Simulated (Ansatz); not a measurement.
System: CHS (charge 0, doublet). It need not be the lowest isomer of its formula. SMILES: S=[CH]
Structure (B3LYP-D3(BJ)/def2-TZVP (Ansatz, a quantum-chemistry and plane-wave program) minimum search):
```xyz
3

C     -1.0230     0.1620    -0.1822
S      0.5022    -0.0352     0.0604
H     -1.8970    -0.4082     0.1273
```
Charge 0, spin multiplicity 2.

Atomisation energy built up term by term with Ansatz (kcal/mol; UHF references for open shells; valence terms freeze the core; atomic spin-orbit terms are left out). Basis-set limits of correlation are two-point, X^-3; Hartree-Fock from the larger set.

The UHF reference is spin-contaminated (<S^2> 0.25 over the pure value in the largest basis). The T1 diagnostic of CCSD in the largest basis is 0.060, which is high, so the coupled-cluster rows are less sure than usual.

```
term                                                    basis  kcal/mol
-----------------------  ------------------------------------  --------
Hartree-Fock                                  aug-cc-pV(Q+d)Z    148.25
CCSD correlation         CBS(aug-cc-pV(T+d)Z,aug-cc-pV(Q+d)Z)     69.14
(T)                      CBS(aug-cc-pV(T+d)Z,aug-cc-pV(Q+d)Z)      8.07
CCSDT - CCSD(T)                                   cc-pV(D+d)Z      0.69
(Q)                                               cc-pV(D+d)Z      0.59
core correlation                                    cc-pwCVTZ      1.23
scalar relativity (X2C)            cc-pVTZ-DK against cc-pVTZ     -0.35
sum: De                                                           227.6
```

(T) makes 3.6 % of the CCSD(T) atomisation energy; under 5 % is typical of single-reference molecules.
